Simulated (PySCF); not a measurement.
## Calculated properties of `[H]/N=C\[SiH2]c1ccco1`

Compound: C5H7NOSi.
Numbering: `[H]/[N:1]=[CH:2]\[SiH2:3][c:4]1[cH:5][cH:6][cH:7][o:8]1` (hydrogens: H9 on N1; H10 on C2; H11, H12 on Si3; H13 on C5; H14 on C6; H15 on C7)

Some functional groups and rings: aromatic ring with oxygen, Si–H bond and C–Si bond.

**PBE0-D3(BJ)/def2-SVP geometry optimisation, gas phase (PySCF)**

* Point group: C1
* Rotational constants A, B, C: 3.519, 1.162, 0.974 GHz

**CAM-B3LYP/def2-SVPD ground state, ΔSCF and vertical TDDFT (core frozen in the response) (PySCF)**

- Dipole moment: 2.72 D
- HOMO energy: -8.26 eV
- LUMO energy: 0.24 eV
- HOMO–LUMO gap: 8.50 eV
- Lowest singlet excitation: 4.36 eV (284 nm, f = 0.000)
- Strongest line among the 10 lowest singlet transitions: S2 at 5.82 eV (213 nm, f = 0.292)
- Lowest triplet excitation (Tamm–Dancoff): 3.52 eV
- Static isotropic polarisability: 93.1 au
- Vertical ionisation energy: 8.96 eV
- Electronic spatial extent ⟨r²⟩ about the centre of nuclear charge: 1217 bohr²

PBE0/pcSseg-1 ground state and GIAO shieldings, non-relativistic (PySCF):

- Lowest Hirshfeld atomic charge: -0.21 e on N1
- Highest Hirshfeld atomic charge: +0.33 e on Si3
- 13C chemical shifts (computed TMS as zero) by class: 189.5 (C2), 154.7 (C7), 151.3 (C4), 132.4 (C5), 116.4 (C6) ppm
- 1H chemical shifts (computed TMS as zero) by class: 13.01 (H9), 9.17 (H10), 7.91 (H15), 7.13 (H13), 6.67 (H14), 4.74 (H11/H12) ppm
- Isotropic shieldings of nuclei other than C and H, by class: -196 (N1), 11 (O8), 420 (Si3) ppm
- Mayer bond orders between heavy atoms: N1–C2 1.98, C2–Si3 0.87, Si3–C4 0.87, C4–C5 1.56, C5–C6 1.27, C6–C7 1.58, C7–O8 1.09, O8–C4 0.99

Monoisotopic mass from the formula: 125.0297 u.

A dipole of 2.72 D is allowed in C1, and pure rotational transitions are dipole-allowed. With B = h/(8π²I), that is 505.379 GHz u Å² over I, the principal moments of inertia are 143.6, 434.8 and 518.9 u Å² (most abundant isotopes). The largest Löwdin shares of the HOMO are 0.21 on C4, 0.21 on C7, 0.12 on C5 and 0.11 on C6. The principal polarisabilities are 70.4, 93.3 and 115.7 au; their mean is the isotropic value.

For the TDDFT job (CAM-B3LYP/def2-SVPD), hardware: one thread of an Intel Xeon at 2.70 GHz (shared host). Cost: 6.3 min of wall time, 1.1 GiB resident at most.

Shape of the structure used: `[H]/[N:1]=[CH:2]\[SiH2:3][c:4]1[cH:5][cH:6][cH:7][o:8]1`: N1–C2–Si3–C4 -8°, C2–Si3–C4–C5 -124°.

One conformer stands for the species.
